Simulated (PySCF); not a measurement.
CH4O2Se, SMILES CO[Se]O. Atoms are numbered in the order given.

```xyz
8

Se    -0.2805    -0.0562     0.6111
O     -1.2887     1.1360    -0.3394
H     -0.9924     2.0220    -0.0442
O      1.2623    -0.1117    -0.3584
C      1.1923    -0.8589    -1.5738
H      0.5031    -0.3840    -2.3053
H      2.2178    -0.8597    -1.9973
H      0.8663    -1.9095    -1.4064
```
Charge 0, spin multiplicity 1.

Geometry optimised at PBE-D3(BJ)/def2-SVP. This is a generated structure with no PubChem entry under its InChIKey; it may be hypothetical. Other conformers were not sampled.

These are PBE-D3(BJ)/def2-SVP in PySCF values and carry that method's errors.

Frequencies are harmonic and unscaled.

Computed vibrational spectrum:
```
mode  ν (cm⁻¹)  IR (km/mol)  moving atoms (share of kinetic energy)
----  --------  -----------  --------------------------------------
1          109          4.5                  O 46 %, C 25 %, H 22 %
2          130          0.0                                  H 91 %
3          265         12.1                          O 70 %, H 15 %
4          312          5.6         C 29 %, O 27 %, H 26 %, Se 18 %
5          491        106.1                          H 86 %, O 11 %
6          576         54.2                         O 71 %, Se 18 %
7          625         41.6                         O 81 %, Se 16 %
8         1013         93.1                          O 48 %, C 46 %
9         1052         41.6                                  H 94 %
10        1121          1.6                          H 76 %, C 19 %
11        1135          6.4                   H 71 %, C 21 %, O 8 %
12        1388          5.2                           H 90 %, C 9 %
13        1397         10.4                                  H 94 %
14        1426         10.2                                  H 96 %
15        2934         57.2                                  H 98 %
16        3022         26.7                          H 90 %, C 10 %
17        3052         13.5                          H 90 %, C 10 %
18        3651         69.9                                  H 94 %
```
